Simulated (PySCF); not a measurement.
Te(F)(OH) (FHOTe), SMILES O[Te]F.

Coordinates come from a B3LYP-D3(BJ)/def2-TZVP optimisation. The def2 effective core potentials stand for the cores of Te; spin–orbit coupling is left out. Other conformers were not sampled.

Level of theory: TDA-LC-ωPBE/def2-SVPD (PySCF).

Vertical excitations. Gas-phase values at a fixed geometry.

```json
[
 {"state": "S1", "energy (eV)": "2.74", "λ (nm)": "453", "f": "0.000", "main pairs": "HOMO→LUMO 94 %"},
 {"state": "S2", "energy (eV)": "3.77", "λ (nm)": "329", "f": "0.009", "main pairs": "HOMO→LUMO+1 88 %"},
 {"state": "S3", "energy (eV)": "6.26", "λ (nm)": "198", "f": "0.151", "main pairs": "HOMO→LUMO+2 85 %"},
 {"state": "S4", "energy (eV)": "6.97", "λ (nm)": "178", "f": "0.008", "main pairs": "HOMO−1→LUMO 44 %, HOMO−1→LUMO+1 29 %, HOMO−2→LUMO+1 13 %"},
 {"state": "S5", "energy (eV)": "7.20", "λ (nm)": "172", "f": "0.029", "main pairs": "HOMO→LUMO+3 77 %"},
 {"state": "S6", "energy (eV)": "7.29", "λ (nm)": "170", "f": "0.008", "main pairs": "HOMO−2→LUMO 73 %, HOMO−1→LUMO+1 13 %"},
 {"state": "S7", "energy (eV)": "7.37", "λ (nm)": "168", "f": "0.049", "main pairs": "HOMO−1→LUMO+1 41 %, HOMO−1→LUMO 22 %, HOMO−2→LUMO 12 %, HOMO−2→LUMO+1 8 %"},
 {"state": "S8", "energy (eV)": "7.55", "λ (nm)": "164", "f": "0.020", "main pairs": "HOMO→LUMO+4 81 %"},
 {"state": "S9", "energy (eV)": "7.61", "λ (nm)": "163", "f": "0.017", "main pairs": "HOMO→LUMO+5 81 %"},
 {"state": "S10", "energy (eV)": "8.31", "λ (nm)": "149", "f": "0.026", "main pairs": "HOMO−3→LUMO 39 %, HOMO−2→LUMO+1 15 %, HOMO→LUMO+6 11 %"},
 {"state": "T1", "energy (eV)": "1.86", "λ (nm)": "666", "f": "0", "main pairs": "HOMO→LUMO 91 %"},
 {"state": "T2", "energy (eV)": "2.65", "λ (nm)": "467", "f": "0", "main pairs": "HOMO→LUMO+1 82 %"},
 {"state": "T3", "energy (eV)": "5.89", "λ (nm)": "211", "f": "0", "main pairs": "HOMO−1→LUMO 57 %, HOMO−2→LUMO 16 %"},
 {"state": "T4", "energy (eV)": "5.97", "λ (nm)": "208", "f": "0", "main pairs": "HOMO→LUMO+2 75 %"}
]
```
Triplets are in the Tamm–Dancoff approximation.
